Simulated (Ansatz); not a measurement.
RbBr₂. Total charge 0; doublet. Geometry PBE-D4/def2-TZVP; atoms count from 1.

```xyz
3

Rb    0.7383   -0.9466   -1.4641
Br    0.9139    0.3473    1.4605
Br   -1.6521    0.5994    0.0036
```

In the def2 sets Rb takes a core potential; there is no spin–orbit coupling. In the doublet, Br2 and Br3 lie 2.96 Å apart (atoms count from 1), so these atoms are partly bonded to each other. The structure comes from a short search, and lower isomers may exist.

(1) Estimate the Mulliken populations from the PBE0/def2-TZVP orbitals of Ansatz.

(2) Where does the spin sit?

Answers

(1) 
```json
{"atom": "Rb1", "charge (e)": "0.80", "spin (α − β)": "-0.01"}
{"atom": "Br2", "charge (e)": "-0.40", "spin (α − β)": "0.50"}
{"atom": "Br3", "charge (e)": "-0.40", "spin (α − β)": "0.50"}
```
Mulliken values and Mayer orders depend strongly on the basis.

(2) Summed by element: Rb -0.01, Br 1.01, of 1 unpaired in all. Largest on single atoms: Br3 0.50, Br2 0.50, Rb1 -0.01.
